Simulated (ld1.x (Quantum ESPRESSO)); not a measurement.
**phosphorus (P): what ld1.x (Quantum ESPRESSO) 7.5 does with a changed input**

Command:

```bash
ld1.x < P.in > P.out
```

Input:

```
&input
   title='P', zed=15., rel=1, dft='PZ', iswitch=3, latt=1,
   config='[Ne] 3s2 3p1 3d-2',
   nld=3, rlderiv=1.30, eminld=-5.0, emaxld=5.0, deld=0.02
 /
 &inputp
   pseudotype=2, tm=.true., lloc=1,
   nlcc=.false.,
   file_pseudopw='P.UPF', file_wfcaegen='ae.wfc', file_wfcncgen='nc.wfc', file_beta='beta', file_chi='chi'
 /
3
3S  1  0   2.00   0.00  1.05  1.05  0.0
3D  3  2  -2.00   0.15  1.10  1.10  0.0
3P  2  1   1.00   0.00  1.20  1.20  0.0
 &test
   configts(1)='3s2 3p1'
 /
```

This is an input that runs to its end, with one change: Latter correction switched on.

Q: How does the run end?

A: The program runs through. The occupied levels of the test differ from the all-electron ones by at most 0.00002 Ry (unchanged input: 0.00002 Ry). All-electron levels move: 3s -2.604 Ry (was -2.500), 3p -1.925 Ry (was -1.793).

```
      Generating local pot.: lloc=1, matching radius rcloc =   1.2000

      Wfc   3S  rcut= 1.043  Using Troullier-Martins method

      Wfc   3D  rcut= 1.096  Using Troullier-Martins method

     ------------------- End of pseudopotential generation -------------------

     Computing logarithmic derivative in   1.29786
     Computing logarithmic derivative in   1.29786
     Computing the partial wave expansion
     R is outside the sphere for l=    0 j= 0.00
       no projector for channel:   1
     R is outside the sphere for l=    2 j= 0.00

     ---------------------- Testing the pseudopotential ----------------------

     P
     scalar relativistic calculation

     atomic number is 15.00   valence charge is  5.00
     dft =PZ   lsd =0 sic =0 latt =1  beta=0.20 tr2=1.0E-14
     mesh =1147 r(mesh) = 101.18493 xmin = -7.00 dx = 0.01250

     n l     nl             e AE (Ry)        e PS (Ry)    De AE-PS (Ry)
     1 0     3S   1( 2.00)       -2.60370       -2.60368       -0.00002
     2 1     3P   1( 1.00)       -1.92510       -1.92508       -0.00002

     eps = 8.9E-15  iter = 15

     Etot =    -679.640943 Ry,    -339.820471 Ha,   -9246.986102 eV
     Etotps =   -10.921011 Ry,      -5.460506 Ha,    -148.587927 eV

     Ekin =       3.532008 Ry,       1.766004 Ha,      48.055422 eV
     Encl =     -17.884219 Ry,      -8.942109 Ha,    -243.327193 eV
     Ehrt =       4.305076 Ry,       2.152538 Ha,      58.573545 eV
     Ecxc =      -1.699565 Ry,      -0.849783 Ha,     -23.123762 eV
     Epseu=       0.825688 Ry,       0.412844 Ha,      11.234063 eV

     ---------------------- End of pseudopotential test ----------------------
```
